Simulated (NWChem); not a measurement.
All runs are NWChem calculations. System: AlO, charge 1, spin multiplicity 3, at the geometry of a parent with another charge or spin, in a state set for the comparison that need not be this species' ground state. Its SCF solution wasn't tested for a lower state. Level: UHF/def2-TZVP.

Job file:

```
start mol
memory heap 200 mb stack 900 mb global 1100 mb
charge 1
geometry units angstroms nocenter noautoz
  Al     0.000000     0.000000     0.624139
  O      0.000000     0.000000    -1.014226
  symmetry group C2v
end
basis spherical
  * library def2-tzvp
end
scf
  uhf
  nopen 2
  maxiter 100
  thresh 1e-7
  semidirect memsize 60000000 filesize 0
  # guess.movecs holds the orbitals of an unrestricted PBE0 run
  vectors input guess.movecs output mol.movecs
end
task scf energy
```

NWChem printed:

```
             Northwest Computational Chemistry Package (NWChem) 7.3.0
             --------------------------------------------------------

                                NWChem Input Module
                                -------------------

 Scaling coordinates for geometry "geometry" by  1.889725989
 (inverse scale =  0.529177249)

 Turning off AUTOSYM since
 SYMMETRY directive was detected!

                             Geometry "geometry" -> ""
                             -------------------------

 Output coordinates in angstroms (scale by  1.889725989 to convert to a.u.)

  No.       Tag          Charge          X              Y              Z
 ---- ---------------- ---------- -------------- -------------- --------------
    1 Al                  13.0000     0.00000000     0.00000000     0.62413900
    2 O                    8.0000     0.00000000     0.00000000    -1.01422600

 Effective nuclear repulsion energy (a.u.)      33.5910703024

            Nuclear Dipole moment (a.u.)
            ----------------------------
        X                 Y               Z
 ---------------- ---------------- ----------------
     0.0000000000     0.0000000000    -0.0000018897

      Symmetry information
      --------------------

 Group name             C2v
 Group number             16
 Group order               4
 No. of unique centers     2

      Symmetry unique atoms

     1    2


 Summary of "ao basis" -> "" (spherical)
 ------------------------------------------------------------------------------
       Tag                 Description            Shells   Functions and Types
 ---------------- ------------------------------  ------  ---------------------
 *                         def2-tzvp                  on all atoms

 Summary of "ao basis" -> "ao basis" (spherical)
 ------------------------------------------------------------------------------
       Tag                 Description            Shells   Functions and Types
 ---------------- ------------------------------  ------  ---------------------
 Al                        def2-tzvp                13       37   5s5p2d1f
 O                         def2-tzvp                11       31   5s3p2d1f

                                 NWChem SCF Module
                                 -----------------

  ao basis        = "ao basis"
  functions       =    68
  atoms           =     2
  alpha electrons =    11
  beta  electrons =     9
  charge          =   1.00
  wavefunction    = UHF
  use symmetry    = T
  symmetry adapt  = T

 Summary of "ao basis" -> "ao basis" (spherical)
 ------------------------------------------------------------------------------
       Tag                 Description            Shells   Functions and Types
 ---------------- ------------------------------  ------  ---------------------
 Al                        def2-tzvp                13       37   5s5p2d1f
 O                         def2-tzvp                11       31   5s3p2d1f

      Symmetry analysis of basis
      --------------------------

        a1         30
        a2          6
        b1         16
        b2         16

 Forming initial guess at       0.0s

   Symmetry analysis of molecular orbitals - initial alpha
   -------------------------------------------------------

  Numbering of irreducible representations:

     1 a1          2 a2          3 b1          4 b2

  Orbital symmetries:

     1 a1          2 a1          3 a1          4 b1          5 b2
     6 a1          7 a1          8 b1          9 a1         10 b2
[...]
 Vector   13  Occ=0.000000D+00  E=-2.028045D-01  Symmetry=b2
              MO Center=  1.1D-15,  3.8D-14,  9.2D-01, r^2= 3.7D+00
   Bfn.  Coefficient  Atom+Function         Bfn.  Coefficient  Atom+Function
  ----- ------------  ---------------      ----- ------------  ---------------
    19      0.621061  1 Al py                16      0.492353  1 Al py

 Vector   14  Occ=0.000000D+00  E=-1.151956D-01  Symmetry=a1
              MO Center= -1.7D-16, -2.8D-16,  6.7D-01, r^2= 4.9D+00
   Bfn.  Coefficient  Atom+Function         Bfn.  Coefficient  Atom+Function
  ----- ------------  ---------------      ----- ------------  ---------------
    20      0.819126  1 Al pz                 5     -0.507559  1 Al s
    42      0.332766  2 O  s                 28      0.295795  1 Al d  0
    17      0.212459  1 Al pz

                     UHF Final Beta Molecular Orbital Analysis
                     -----------------------------------------

 Vector    7  Occ=1.000000D+00  E=-1.425123D+00  Symmetry=a1
              MO Center= -8.7D-16, -5.8D-16, -8.7D-01, r^2= 5.0D-01
   Bfn.  Coefficient  Atom+Function         Bfn.  Coefficient  Atom+Function
  ----- ------------  ---------------      ----- ------------  ---------------
    41      0.508520  2 O  s                 40      0.337079  2 O  s
    39     -0.241003  2 O  s

 Vector    8  Occ=1.000000D+00  E=-7.882084D-01  Symmetry=a1
              MO Center=  1.5D-16,  3.4D-17, -9.2D-01, r^2= 8.7D-01
   Bfn.  Coefficient  Atom+Function         Bfn.  Coefficient  Atom+Function
  ----- ------------  ---------------      ----- ------------  ---------------
    45      0.404246  2 O  pz                 4      0.397241  1 Al s
    48      0.364941  2 O  pz                42     -0.218478  2 O  s
    17     -0.196939  1 Al pz                 3     -0.192083  1 Al s
    51      0.155165  2 O  pz

 Vector    9  Occ=1.000000D+00  E=-7.491488D-01  Symmetry=b2
              MO Center=  8.4D-17,  6.2D-16, -9.0D-01, r^2= 7.7D-01
   Bfn.  Coefficient  Atom+Function         Bfn.  Coefficient  Atom+Function
  ----- ------------  ---------------      ----- ------------  ---------------
    44      0.439563  2 O  py                47      0.409152  2 O  py
    50      0.230328  2 O  py

 Vector   10  Occ=0.000000D+00  E=-2.815771D-01  Symmetry=a1
              MO Center= -5.8D-15, -1.4D-15,  1.0D+00, r^2= 2.7D+00
   Bfn.  Coefficient  Atom+Function         Bfn.  Coefficient  Atom+Function
  ----- ------------  ---------------      ----- ------------  ---------------
     5      0.659878  1 Al s                  4      0.430225  1 Al s
     3     -0.260420  1 Al s                 17      0.191688  1 Al pz

 Vector   11  Occ=0.000000D+00  E=-2.236454D-01  Symmetry=b1
              MO Center= -1.3D-14,  9.6D-16, -1.3D-01, r^2= 3.0D+00
   Bfn.  Coefficient  Atom+Function         Bfn.  Coefficient  Atom+Function
  ----- ------------  ---------------      ----- ------------  ---------------
    18      0.463941  1 Al px                15      0.348748  1 Al px
    43      0.205429  2 O  px                46      0.191784  2 O  px
    49      0.163657  2 O  px

 Vector   12  Occ=0.000000D+00  E=-1.486360D-01  Symmetry=b2
              MO Center= -7.6D-15, -1.6D-13,  8.3D-01, r^2= 4.5D+00
   Bfn.  Coefficient  Atom+Function         Bfn.  Coefficient  Atom+Function
  ----- ------------  ---------------      ----- ------------  ---------------
    19      0.773392  1 Al py                16      0.357207  1 Al py
    50     -0.172150  2 O  py

 center of mass
 --------------
 x =   0.00000000 y =   0.00000000 z =   0.02716443

 moments of inertia (a.u.)
 ------------------
          96.258034831943           0.000000000000           0.000000000000
           0.000000000000          96.258034831943           0.000000000000
           0.000000000000           0.000000000000           0.000000000000

  Mulliken analysis of the total density
  --------------------------------------

    Atom       Charge   Shell Charges
 -----------   ------   -------------------------------------------------------
    1 Al  13    11.82   2.00  0.65  1.33  0.88  0.21  2.91  2.28  0.82  0.48  0.05  0.11  0.04  0.04
    2 O    8     8.18   0.79  1.18  0.60  1.02  0.27  1.75  1.89  0.65  0.00  0.02  0.00

  Mulliken analysis of the alpha density
  --------------------------------------

    Atom       Charge   Shell Charges
 -----------   ------   -------------------------------------------------------
    1 Al  13     6.37   1.00  0.33  0.65  0.68  0.21  1.46  1.14  0.41  0.34  0.04  0.06  0.02  0.03
    2 O    8     4.63   0.40  0.59  0.31  0.52  0.13  1.12  1.19  0.37  0.00  0.01  0.00

   Mulliken analysis of the beta density
   -------------------------------------

    Atom       Charge   Shell Charges
 -----------   ------   -------------------------------------------------------
    1 Al  13     5.45   1.00  0.32  0.67  0.20  0.01  1.45  1.14  0.41  0.14  0.01  0.05  0.02  0.02
    2 O    8     3.55   0.40  0.59  0.29  0.50  0.14  0.63  0.71  0.28  0.00  0.01  0.00

   Mulliken analysis of the spin density
   -------------------------------------

    Atom       Charge   Shell Charges
 -----------   ------   -------------------------------------------------------
    1 Al  13     0.92   0.00  0.01 -0.02  0.48  0.20  0.01 -0.00  0.00  0.20  0.03  0.01  0.00  0.01
    2 O    8     1.08   0.00 -0.00  0.02  0.02 -0.01  0.48  0.48  0.08  0.00  0.00  0.00

       Multipole analysis of the density wrt the origin
       ------------------------------------------------

     L   x y z        total         alpha         beta         nuclear
     -   - - -        -----         -----         ----         -------
     0   0 0 0      1.000000    -11.000000     -9.000000     21.000000

     1   1 0 0      0.000000      0.000000      0.000000      0.000000
     1   0 1 0     -0.000000     -0.000000      0.000000      0.000000
     1   0 0 1      1.950494      0.842004      1.108493     -0.000002

     2   2 0 0     -7.787466     -5.518705     -2.268762      0.000000
     2   1 1 0     -0.000000     -0.000000     -0.000000      0.000000
     2   1 0 1      0.000000      0.000000     -0.000000      0.000000
     2   0 2 0     -8.860230     -5.509229     -3.351000      0.000000
     2   0 1 1     -0.000000     -0.000000      0.000000      0.000000
     2   0 0 2     -9.482546    -33.791930    -23.162126     47.471509

 Task  times  cpu:        0.6s     wall:        0.6s

 Total times  cpu:        0.6s     wall:        0.6s
```
